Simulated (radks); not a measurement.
Question: The table gives one normalised radial function P(r) = r R(r) of Hf2+ in [Xe] 4f14 5d2 (r in bohr). Calculated with a radial shooting solver on a logarithmic mesh with Libxc functionals: scalar-relativistic Kohn-Sham, PBEsol, spin-polarised, spherical densities, finite nucleus; open shells are filled with parallel spins first (spin-orbit coupling, left out, can overturn this in heavy ions); Fermi nuclear charge, rms radius 5.347 fm; hard spherical wall at 6 bohr.

r           P
0.002538   0.0000
0.003386   0.0001
0.004515   0.0002
0.006023   0.0005
0.008033   0.0011
0.01071    0.0023
0.01429    0.0048
0.01906    0.0099
0.02542    0.0196
0.0339     0.0374
0.04522    0.0670
0.06031    0.1104
0.0798     0.1603
0.1064     0.1993
0.142      0.1876
0.1893     0.0873
0.2525    -0.0947
0.3368    -0.2683
0.4492    -0.2963
0.5992    -0.1112
0.7991     0.2155
1.066      0.5341
1.422      0.7184
1.896      0.7218
2.529      0.5715
3.373      0.3462
4.499      0.1431
6          0.0000

Which n and l does it have? It may be an empty orbital.

Answer: n = 5, l = 2: the number of nodes gives n - l - 1 = 2, the rise at small r (about r^(l+1), flatter next to the nucleus through relativity) gives l, and the extent must fit the shell. The curve is that of 5d up; the table hardly tells the two spins apart. 5d up: eigenvalue -17.190 eV, 2 radial nodes at r = 0.220, 0.666 bohr, <r> = 2.07 bohr, 90 % of the charge inside 3.19 bohr.
